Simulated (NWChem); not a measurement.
System: CH3AlFI; SMILES [CH3][Al]([F])[I]

Input file for NWChem:

```
start job
memory heap 200 mb stack 900 mb global 1100 mb
geometry units angstroms noautoz
  Al    -0.042010    -1.334803    -0.055285
  F     -1.512588    -2.001388    -0.461464
  I     -0.060686     1.081009     0.432440
  C      1.538329    -2.445842     0.009836
  H      2.438926    -1.879491     0.288483
  H      1.712014    -2.916815    -0.971699
  H      1.399366    -3.261005     0.738956
end
basis spherical
  * library def2-svp
end
ecp
  I library def2-ecp
end
dft
  xc xperdew91 perdew91
  iterations 150
  mulliken
end
task dft energy
```

Output (shortened):

```
             Northwest Computational Chemistry Package (NWChem) 7.3.0
             --------------------------------------------------------

 CS  symmetry detected

                             Geometry "geometry" -> ""
                             -------------------------

 Output coordinates in angstroms (scale by  1.889725989 to convert to a.u.)

  No.       Tag          Charge          X              Y              Z
 ---- ---------------- ---------- -------------- -------------- --------------
    1 Al                  13.0000    -0.03019601    -1.35246785     0.00000000
    2 F                    9.0000    -1.53461325    -2.06566163     0.00000000
    3 I                   53.0000    -0.01473277     1.11210777     0.00000000
    4 C                    6.0000     1.56047733    -2.45059264     0.00000000
    5 H                    1.0000     2.48365490    -1.85292143     0.00000000
    6 H                    1.0000     1.56919269    -3.10609900    -0.88636044
    7 H                    1.0000     1.56919269    -3.10609900     0.88636044

 Effective nuclear repulsion energy (a.u.)     371.5885717315

      Symmetry information
      --------------------

 Group name             Cs
 Group number              2
 Group order               2
 No. of unique centers     6

 Summary of "ao basis" -> "ao basis" (spherical)
 ------------------------------------------------------------------------------
       Tag                 Description            Shells   Functions and Types
 ---------------- ------------------------------  ------  ---------------------
 Al                         def2-svp                 8       18   4s3p1d
 F                          def2-svp                 6       14   3s2p1d
 I                          def2-svp                10       26   4s4p2d
 C                          def2-svp                 6       14   3s2p1d
 H                          def2-svp                 3        5   2s1p

      Symmetry analysis of basis
      --------------------------

        a'         60
        a"         27

            General Information
            -------------------
          SCF calculation type: DFT
          Wavefunction type:  closed shell.
          No. of atoms     :     7
          No. of electrons :    56
           Alpha electrons :    28
            Beta electrons :    28
          Charge           :     0
          Spin multiplicity:     1
          Use of symmetry is: on ; symmetry adaption is: on
          Maximum number of iterations: 150
          AO basis - number of functions:    87
                     number of shells:    39
          Convergence on energy requested:  1.00D-06
          Convergence on density requested:  1.00D-05
          Convergence on gradient requested:  5.00D-04

              XC Information
              --------------
                 Perdew 1991   Exchange Functional  1.000
                Perdew 1991 Correlation Functional  1.000 non-local
            Perdew 1991 LDA Correlation Functional  1.000 local

             Grid Information
             ----------------
          Grid used for XC integration:  medium
          Radial quadrature: Mura-Knowles
          Angular quadrature: Lebedev.
          Tag              B.-S. Rad. Rad. Pts. Rad. Cut. Ang. Pts.
          ---              ---------- --------- --------- ---------
          Al                  1.25       88           9.0       590
          F                   0.50       49          11.0       434
          I                   1.40      123          12.0       590
          C                   0.70       49          11.0       434
          H                   0.35       45          12.0       434
          Grid pruning is: on
          Number of quadrature shells:   399
          Spatial weights used:  Erf1

      Superposition of Atomic Density Guess
      -------------------------------------

 Sum of atomic energies:        -727.33369601

      Non-variational initial energy
      ------------------------------

 Total energy =    -677.826553
 1-e energy   =   -1488.036011
 2-e energy   =     587.728943
 HOMO         =      -0.357177
 LUMO         =      -0.011323

      Symmetry analysis of molecular orbitals - initial
      -------------------------------------------------

  Numbering of irreducible representations:

     1 a'          2 a"

  Orbital symmetries:

     1 a'          2 a'          3 a'          4 a'          5 a'
     6 a'          7 a"          8 a'          9 a'         10 a'
    11 a"         12 a'         13 a'         14 a"         15 a'
    16 a"         17 a'         18 a'         19 a'         20 a'
    21 a'         22 a"         23 a'         24 a"         25 a'
    26 a'         27 a"         28 a'         29 a'         30 a"
    31 a'         32 a'         33 a"         34 a'         35 a'
    36 a'         37 a'         38 a"

     ---------------------------------------------
      Total Density - Mulliken Population Analysis
     ---------------------------------------------

    Atom       Charge   Shell Charges
 -----------   ------   -------------------------------------------------------
    1 Al  13    11.66   2.00  1.99  0.75  0.10  5.93  0.49  0.23  0.17
    2 F    9     9.68   1.99  1.15  0.79  3.57  2.17  0.00
    3 I   25    25.41   1.83  0.22  1.22  0.68  2.92  3.13  2.66  2.73  9.82  0.19
    4 C    6     6.67   1.99  0.96  0.30  2.12  1.30  0.01
    5 H    1     0.86   0.65  0.18  0.03
    6 H    1     0.86   0.65  0.18  0.03
    7 H    1     0.86   0.65  0.18  0.03

   convergence    iter        energy       DeltaE   RMS-Dens  Diis-err
 ---------------- ----- ----------------- --------- --------- ---------
 d= 0,ls=0.0,diis     1   -679.7892086045 -9.02D+02  2.30D-02  6.68D-01
 d= 0,ls=0.0,diis     2   -679.4773632085  3.12D-01  1.49D-02  4.24D+00
 d= 0,ls=0.0,diis     3   -679.8666818122 -3.89D-01  3.49D-03  3.58D-02
 d= 0,ls=0.0,diis     4   -679.8672830746 -6.01D-04  1.87D-03  2.38D-02
 d= 0,ls=0.0,diis     5   -679.8714455470 -4.16D-03  1.84D-04  1.71D-04
  Resetting Diis
 d= 0,ls=0.0,diis     6   -679.8714710081 -2.55D-05  4.28D-05  1.19D-05
 d= 0,ls=0.0,diis     7   -679.8714723410 -1.33D-06  2.20D-05  7.74D-07
 d= 0,ls=0.0,diis     8   -679.8714721421  1.99D-07  1.34D-05  2.59D-06
 d= 0,ls=0.0,diis     9   -679.8714724446 -3.02D-07  2.13D-06  3.72D-08

         Total DFT energy =     -679.871472444603
      One electron energy =    -1491.343119789964
           Coulomb energy =      646.971588575887
    Exchange-Corr. energy =      -57.980455402100
 Nuclear repulsion energy =      222.480514171574

 Numeric. integr. density =       55.999998301565

                  Occupations of the irreducible representations
                  ----------------------------------------------

                     irrep           alpha         beta
                     --------     --------     --------
                     a'               21.0         21.0
                     a"                7.0          7.0

                       DFT Final Molecular Orbital Analysis
                       ------------------------------------

 Vector   26  Occ=2.000000D+00  E=-2.773726D-01  Symmetry=a'
              MO Center=  5.7D-01, -1.0D+00, -1.7D-15, r^2= 4.9D+00
   Bfn.  Coefficient  Atom+Function         Bfn.  Coefficient  Atom+Function
  ----- ------------  ---------------      ----- ------------  ---------------
    44      0.371495  3 I  py                47      0.311032  3 I  py
    62     -0.290031  4 C  px                63      0.221904  4 C  py
    65     -0.191879  4 C  px                23     -0.171895  2 F  py
    61      0.168614  4 C  s                  9     -0.162418  1 Al py
    41     -0.149767  3 I  py                66      0.132654  4 C  py

 Vector   27  Occ=2.000000D+00  E=-2.522725D-01  Symmetry=a"
              MO Center= -2.3D-02,  9.3D-01,  4.8D-16, r^2= 2.3D+00
   Bfn.  Coefficient  Atom+Function         Bfn.  Coefficient  Atom+Function
  ----- ------------  ---------------      ----- ------------  ---------------
    45      0.586237  3 I  pz                48      0.523321  3 I  pz
    42     -0.239334  3 I  pz                39     -0.193830  3 I  pz
    13      0.076394  1 Al pz                10      0.075514  1 Al pz
    24      0.072825  2 F  pz                27     -0.055073  2 F  pz
    15      0.051479  1 Al d -1               7     -0.041947  1 Al pz

 Vector   28  Occ=2.000000D+00  E=-2.440929D-01  Symmetry=a'
              MO Center=  7.8D-03,  9.0D-01,  1.3D-15, r^2= 2.5D+00
   Bfn.  Coefficient  Atom+Function         Bfn.  Coefficient  Atom+Function
  ----- ------------  ---------------      ----- ------------  ---------------
    43      0.594386  3 I  px                46      0.523586  3 I  px
    40     -0.241382  3 I  px                37     -0.195430  3 I  px
    63     -0.075516  4 C  py                23     -0.071162  2 F  py
    61     -0.068968  4 C  s                 14      0.056589  1 Al d -2
    11      0.055505  1 Al px                66     -0.054908  4 C  py

 Vector   29  Occ=0.000000D+00  E=-6.072566D-02  Symmetry=a"
              MO Center=  2.9D-03, -1.2D+00,  6.2D-14, r^2= 4.1D+00
   Bfn.  Coefficient  Atom+Function         Bfn.  Coefficient  Atom+Function
  ----- ------------  ---------------      ----- ------------  ---------------
    13      0.761978  1 Al pz                10      0.400827  1 Al pz
    48     -0.270111  3 I  pz                 7     -0.200592  1 Al pz
    45     -0.197879  3 I  pz                79      0.196573  6 H  s
    84     -0.196573  7 H  s                 24      0.193164  2 F  pz
    27     -0.171889  2 F  pz                78      0.113770  6 H  s

[...]
```

Level: PW91/def2-SVP with def2 effective core potentials on I. All runs use the structure optimised with PBE0/def2-SVP. def2 effective core potentials on I; no spin-orbit coupling.
